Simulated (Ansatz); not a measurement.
B₄N₃⁺. The state is a triplet with charge 1. Geometry PBE-D4/def2-SVP, that of the neutral doublet; atoms count from 1.

Cartesian coordinates in Å:
```
B 0.4373 -1.1184 0.1131
B -0.0731 -0.1556 -1.3956
B -0.0913 0.5110 1.0894
B -0.5018 1.1658 -0.6034
N 0.4088 -0.7177 1.4198
N -0.5985 1.7243 0.6268
N 0.4186 -1.4095 -1.2501
```

At PBE0-D4/def2-TZVP a singlet of charge 1 lies 2.86 eV below the triplet at the same geometry. The structure comes from a short search, and lower isomers may exist.

Estimate the Mulliken populations from the PBE0/def2-TZVP orbitals of Ansatz.


```json
{"atom": "B1", "charge (e)": "0.17", "spin (α − β)": "-0.01"}
{"atom": "B2", "charge (e)": "0.16", "spin (α − β)": "0.33"}
{"atom": "B3", "charge (e)": "0.17", "spin (α − β)": "-0.01"}
{"atom": "B4", "charge (e)": "0.16", "spin (α − β)": "0.33"}
{"atom": "N5", "charge (e)": "0.13", "spin (α − β)": "0.74"}
{"atom": "N6", "charge (e)": "0.10", "spin (α − β)": "0.31"}
{"atom": "N7", "charge (e)": "0.10", "spin (α − β)": "0.31"}
```
Mulliken values depend strongly on the basis.

Where does the spin sit?

Summed by element: B 0.64, N 1.36, of 2 unpaired in all. Largest on single atoms: N5 0.74, B2 0.33, B4 0.33.

And the Mayer bond orders between heavy atoms (over 0.3)?

B1–B2 0.47 (1.86 Å); B1–N5 1.30 (1.37 Å); B1–N7 1.49 (1.39 Å); B2–B4 1.15 (1.60 Å); B2–N7 1.51 (1.35 Å); B3–B4 0.47 (1.86 Å); B3–N5 1.30 (1.37 Å); B3–N6 1.49 (1.39 Å); B4–N6 1.51 (1.35 Å).
